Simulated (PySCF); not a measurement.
Species: H₇ISi₃.
Atom-mapped SMILES: `[SiH3:1][SiH:2]([SiH3:3])[I:4]` (hydrogens: H5, H6, H7 on Si1; H8 on Si2; H9, H10, H11 on Si3)

Structure used (PBE0-D3(BJ)/def2-SVP), in Å, numbered top down from 1:
```
atom  x, y, z in Å
Si1   -1.778   -0.841    0.249
Si2   -0.213    0.756   -0.451
Si3    1.987    0.044   -0.072
I4    -0.575    2.793    0.902
H5    -1.568   -1.103    1.704
H6    -1.565   -2.110   -0.516
H7    -3.167   -0.346    0.017
H8    -0.421    1.127   -1.885
H9     2.156   -0.219    1.388
H10    2.237   -1.220   -0.833
H11    2.953    1.093   -0.516
```

Level of theory: PBE0-D3(BJ)/def2-SVP geometry optimisation, gas phase, def2 core potentials past Kr in PySCF 2.14.0.

Masses are those of the commonest isotopes; rigid-rotor values at the optimised geometry. 

(1) What are A, B and C (cm⁻¹)?

(2) What kind of rotor is it?

(3) Is it planar, by Δ = Ic − Ia − Ib?

(4) Give the other two planar moments, Paa and Pbb, and the rms extents of the mass along the axes.

(5) List the rotational levels J(Ka,Kc) to J = 2 (MHz).

(6) Which lines would a microwave search look for?

(7) Estimate the classical rotational partition function at 10 K, 50 K and 200 K.

Answers

(1) Ia = 271.40, Ib = 546.44, Ic = 766.88 u·Å²; 505379 MHz·u·Å²/I gives 1862, 924.9 and 659.0 MHz, that is A = 0.06211, B = 0.03085, C = 0.02198 cm⁻¹.

(2) An asymmetric top: κ = (2 × 924.9 − 1862 − 659.0)/(1862 − 659.0) = -0.56.

(3) Not planar: Δ = Ic − Ia − Ib = -50.96 u·Å². For a rigid frame Δ = −2 Σ m c², so Σ m c² = 25.48 u·Å² lies off the ab plane: 10.76 from hydrogen and 14.72 from heavier atoms. The atom farthest from that plane is 2.15 Å away.

(4) Paa = Σ m a² = (Ib + Ic − Ia)/2 = 520.96 and Pbb = Σ m b² = (Ia + Ic − Ib)/2 = 245.92 u·Å². With the mass M = 217.89 u, the rms extents √(P/M) along a, b and c are 1.55, 1.06, 0.34 Å.

(5) Above 0(0,0):
J = 1: 1(0,1) 1584, 1(1,1) 2521, 1(1,0) 2787
J = 2: 2(0,2) 4703, 2(1,2) 5423, 2(1,1) 6221, 2(2,1) 9032, 2(2,0) 9081

(6) The dipole components are |μa| = 1.39 D, |μb| = 0.00 D, |μc| = 0.21 D; the mirror of this Cs structure is the ac plane, so μb vanishes by symmetry and there are no b-type lines. The squared components, which scale the intensities, stand as 1.00 : 0.02 (a : c). Some lines, for components of 0.1 D or more:

```tsv
type	branch	J(Ka,Kc)	MHz	lower level (cm⁻¹)
c	Q	3(1,3) ← 3(0,3)	479	0.309
a	Q	5(2,3) ← 5(2,4)	1339	0.930
c	Q	5(2,4) ← 5(1,4)	1496	0.880
a	R	1(0,1) ← 0(0,0)	1584	0.000
a	Q	4(1,3) ← 4(1,4)	2619	0.516
c	Q	2(2,1) ← 2(1,1)	2812	0.207
a	R	3(0,3) ← 2(0,2)	4566	0.157
a	R	3(2,2) ← 2(2,1)	4752	0.301
a	R	3(1,2) ← 2(1,1)	5116	0.207
a	R	4(0,4) ← 3(0,3)	5921	0.309
c	R	3(1,2) ← 2(0,2)	6634	0.157
a	R	5(1,4) ← 4(1,3)	8308	0.603
c	R	4(1,3) ← 3(0,3)	8819	0.309
c	R	5(1,4) ← 4(0,4)	11206	0.507
```

(7) Point group Cs, symmetry number σ = 1; q = (√π/σ)·√((kT/h)³/(ABC)), k/h = 20836.6 MHz/K: 5000 at 10 K, 55900 at 50 K, 448000 at 200 K.

PBE0-D3(BJ)/def2-SVP frequencies: not computed here. Constants of a rigid frame at the computed geometry: no zero-point averaging, no centrifugal distortion. A rigid rotor knows nothing of internal rotation, which can split or shift real lines. Quadrupole hyperfine structure (127I) is left out.
